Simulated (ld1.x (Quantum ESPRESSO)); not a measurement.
# Building the TM potential for Cr (Wu–Cohen, fully relativistic).

```
Element                 : chromium (Cr)
Generator               : ld1.x (Quantum ESPRESSO) 7.5
Type                    : norm-conserving Troullier–Martins (Kleinman–Bylander form)
Functional              : Wu–Cohen
Relativity              : fully relativistic
Frozen core             : [Ne]
Valence charge          : 14
Reference configuration : 3s2 3p6 3d5 4s0 4p1
Partial waves           : 3s (bound): rc 1.15 bohr; 3p (bound): rc 1.00 bohr; 3d (bound): rc 2.25 bohr
Local potential         : all-electron potential smoothed inside 1.30 bohr (lloc = -1)
Core correction         : none
```

Open shells are filled in proportion to 2j + 1 (rel_dist='average').

Occupied shells without a wave of their own: 4p. They enter only through the test configuration that unscreens the potential.

(1) Tests: 3s2 3p6 3d5 4s1 4p0; 3s2 3p6 3d5 4s0 4p0; 3s2 3p6 3d4 4s0 4p0; 3s1 3p6 3d5 4s1 4p0; 3s2 3p6 3d3 4s0 4p0; 3s2 3p5 3d5 4s1 4p0; 3s2 3p6 3d4 4s2 4p0. Which has the largest error in its energy relative to the reference configuration, and how large is it?

A Bessel basis up to 400 Ry misses an occupied level by 0.04 Ry, so cutoffs and ghosts were not judged.

Answers

(1) 3s1 3p6 3d5 4s1 4p0, with -504 meV (all-electron minus pseudo) on +76.90 eV.
